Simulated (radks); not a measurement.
All-electron atom: Ru3+ in [Kr] 4d4 5s1 (not the ground configuration). Method: scalar-relativistic Kohn-Sham, PBE, spin-polarised, spherical densities, finite nucleus; open shells are filled with parallel spins first (spin-orbit coupling, left out, can overturn this in heavy ions); Fermi nuclear charge, rms radius 4.4809 fm; computed with a radial shooting solver on a logarithmic mesh with Libxc functionals.

Unscreened Slater integrals over Kohn-Sham orbitals (cm^-1). They are taken over the spin-up orbitals.

\begin{tabular}{lr}
integral & value \\ \hline
F0(5s,5s) & 80805 \\
F0(5s,4d) & 96083 \\
G2(5s,4d) & 17186 \\
F0(5s,4p) & 99806 \\
G1(5s,4p) & 8173.8 \\
F0(5s,4s) & 100960 \\
G0(5s,4s) & 5454.3 \\
F0(4d,4d) & 142310 \\
F2(4d,4d) & 72298 \\
F4(4d,4d) & 47656 \\
F0(4d,4p) & 157600 \\
F2(4d,4p) & 78784 \\
G1(4d,4p) & 98993 \\
G3(4d,4p) & 60816 \\
F0(4d,4s) & 162600 \\
G2(4d,4s) & 72721 \\
F0(4p,4p) & 179390 \\
F2(4p,4p) & 94628 \\
F0(4p,4s) & 187010 \\
G1(4p,4s) & 127270 \\
F0(4s,4s) & 195860 \\
\end{tabular}

Derived for the open shells (J is the average intra-shell exchange parameter used in DFT+U). 4d: Racah B = F2/49 - 5 F4/441 = 935.2 cm^-1, C = 35 F4/441 = 3782 cm^-1, C/B = 4.04, F4/F2 = 0.659, J = (F2 + F4)/14 = 8568 cm^-1.
